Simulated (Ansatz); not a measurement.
## BFHNO: which of two isomers lies lower

Structure I is the triplet with the links of `O=NBF` and structure II is `ON=BF`, a singlet. Both are isolated molecules in the gas phase, relaxed with PBE0-D4/def2-TZVP; the shapes shown needn't be the lowest conformers.

I (Å):

```xyz
5

B    -0.6146   -1.0280    0.3264
F    -0.2026   -0.2297    1.2863
N    -2.0281   -1.3259    0.2883
O    -2.6846   -2.0025   -0.4506
H     0.1305   -1.4909   -0.4796
```

II (Å):

```xyz
5

B    -0.5918   -0.2510    0.0584
F     0.1043    0.8379   -0.0810
N    -1.1646   -1.3289    0.2161
O    -2.1003   -2.2784    0.2821
H    -1.6339   -3.0789    0.5502
```

Task: Estimate E(II) − E(I) at the level CCSD(T)/def2-TZVPP.

Result: Too close to call at this level: CCSD(T)/def2-TZVPP gives E(II) − E(I) = +1.39 kcal/mol.

Level by level:

```csv
level,geometry,E(II) − E(I) (kcal/mol),departure from the last row (kcal/mol),"job, with rough time for the two"
PBE0-D4/def2-TZVP,PBE0-D4/def2-TZVP,+6.52,+5.14,"optimisation, 40 s"
HF/def2-TZVPP,PBE0-D4/def2-TZVP,+21.49,+20.10,part of the CCSD(T) run
MP2/def2-TZVPP,PBE0-D4/def2-TZVP,−3.40,−4.79,part of the CCSD(T) run
CCSD(T)/def2-TZVPP,PBE0-D4/def2-TZVP,+1.39,,"single point, 86 s"
```

As drawn, II has 1 N–O, 1 B=N, 1 O–H in place of 1 N=O, 1 B–N, 1 B–H.

MP2/def2-TZVPP puts the two in the other order. The largest departure from CCSD(T)/def2-TZVPP is that of HF/def2-TZVPP, 20.10 kcal/mol. Levels run at GFN2-xTB geometries aren't shown. The triplet state of I needn't be its ground state.

With harmonic frequencies from PBE0-D4/def2-TZVP (ideal gas, rigid rotor, one conformer each, 200 K, 1 atm): on the last row, ΔE + ΔZPE = +2.74, ΔH = +2.95, ΔG = +3.33 kcal/mol.

Open shells are spin-unrestricted. The correlated steps freeze 4 core orbitals. ΔG holds the spin degeneracy. Codes used: Ansatz 0.2.0; the last row on 2 threads of Arm Neoverse V1 on a shared host.
